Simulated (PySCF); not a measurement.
Four-centre ligand exchange

Start structure (Si2H6ClF, closed shell), relaxed at PBE0-D4/def2-TZVP:

```xyz
10
angstrom
Si -0.2607 -0.9856 -0.7552
Si -0.5157 1.1533 0.1663
H -0.4896 -2.0599 0.2371
H 1.0437 -1.1573 -1.4336
Cl -1.7401 -1.1366 -2.1944
H 1.6385 0.0520 1.5489
F 1.9549 -0.8021 1.3785
H 0.4969 1.4215 1.2400
H -0.3293 2.1938 -0.8764
H -1.8563 1.2946 0.7887
```

The step: Si₂H₅Cl ([SiH3][SiH2][Cl]) + HF → SiH₂ClF ([F][SiH2][Cl]) + SiH₄; bonds formed: Si1–F7, Si2–H6; bonds broken: Si1–Si2, H6–F7. Program: PySCF 2.14 with density fitting (its default auxiliary sets; JK sets also for MP2 and CCSD(T)). Basis: def2-TZVPP and def2-QZVPP. Cores are frozen in the correlated methods. Extrapolation: Hartree–Fock as exp(−7.88 √X), correlation as X^−2.97. Energies below are by CCSD(T) at an estimated basis limit (MP2 extrapolated from triple and quadruple zeta, plus CCSD(T) − MP2 in triple zeta).

**Question.** What are the electronic barrier and the energy of the step, from the start structure to the end structure? (An estimate is asked for; the value comes from the calculation.)

**Answer.** The calculation gives: Barrier 1.622 eV; step energy -1.380 eV (downhill); reverse barrier, their difference, 3.002 eV. Barrier and step energy count from the start structure, the reverse barrier from the end structure.

The saddle point: One imaginary mode of 1086i cm⁻¹.
```
   pair  start (Å)  saddle (Å)  end (Å)
 Si1–F7       3.08        1.93     1.59
 Si2–H6       2.79        1.79     1.48
Si1–Si2       2.34        2.61     4.78
  H6–F7       0.93        1.22     2.98
```

Zero-point energy (harmonic, PBE0-D4): ZPE is 1.484 eV at the start and 1.416 eV at the saddle, so the barrier goes from 1.622 to 1.555 eV.

T1 diagnostic: at most 0.013. The end structure is not quite a true minimum (one mode of 35i cm⁻¹).

Labels in which every atom is bracketed show which atoms are joined, not bond orders.

For scale, one of the runs: CCSD(T)/def2-TZVPP, 241 basis functions, launched by `OMP_NUM_THREADS=4 python run.py`. Hardware: 4 CPU threads of an Intel Xeon, shared host. Wall time 20 min; peak host memory 4.5 GiB.
